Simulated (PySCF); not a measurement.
## Ionising SiBi

r²SCAN; Si def2-SVP, Bi def2-SVP with ECP60; scalar-relativistic core potentials (PySCF 2.14). Neutral (UKS): doublet (π ↑), Re = 2.477 Å, ωe = 375 cm⁻¹, De = 2.45 eV, HOMO -5.30 eV, LUMO -4.77 eV.

SiBi⁺ (UKS): triplet (π ↑↑), Re = 2.629 Å, ωe = 316 cm⁻¹. The energies at the minima are -504.04826 hartree for SiBi and -503.76195 for SiBi⁺.

Problem. Work out the adiabatic ionisation energy, without and with harmonic zero-point energies (1 hartree = 27.2114 eV, 1 eV = 8065.5 cm⁻¹), and the change of the bond length.

Solution. At r²SCAN: 0.28631 hartree = 7.791 eV between the minima; the zero-point term (316.0 − 375.0)/2 cm⁻¹ = -0.004 eV makes it 7.787 eV. Re changes by +15.2 pm against the neutral. The electron leaves a π orbital, and the longer bond of the ion fits a bonding orbital, or a change in how ionic the bond is.

Spin–orbit coupling is left out, which matters for elements this heavy, above all for dissociation energies. States were picked by a PBE0 search and need not be the measured ground states.
